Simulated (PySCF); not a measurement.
K (potassium, neutral) across methods

[Ar] 4s1, 2S determinant. Computed with PySCF 2.14 in aug-cc-pwCVTZ-X2C with one added diffuse shell each of s, p, d, f type (10s9p7d4f, 100 functions), with the spin-free X2C one-electron Hamiltonian (Gaussian nucleus).

| method | E (hartree) | mean ε 3p α (eV) | mean ε 3p β (eV) | mean ε 4s α (eV) | Σ⟨r²⟩ (bohr²) | ⟨S²⟩ |
| --- | --- | --- | --- | --- | --- | --- |
| HSE06 | -602.086 | -20.405 | -20.328 | -2.667 | 47.93 | 0.750 |
| B97-3 | -602.160 | -20.903 | -20.870 | -2.938 | 47.78 | 0.750 |
| LC-wPBE | -602.094 | -23.929 | -23.879 | -4.323 | 48.91 | 0.750 |
| BP86 | -602.297 | -18.835 | -18.764 | -2.656 | 46.85 | 0.750 |
| PBE | -602.023 | -18.782 | -18.696 | -2.537 | 47.77 | 0.750 |
| LDA | -600.485 | -18.791 | -18.718 | -2.629 | 46.58 | 0.750 |
| r2SCAN | -602.194 | -19.464 | -19.411 | -2.581 | 48.08 | 0.750 |
| PBE0 | -602.065 | -20.841 | -20.765 | -2.994 | 48.09 | 0.750 |
| UHF | -601.46435 | -25.957 | -25.912 | -4.033 | 50.90 | 0.750 |
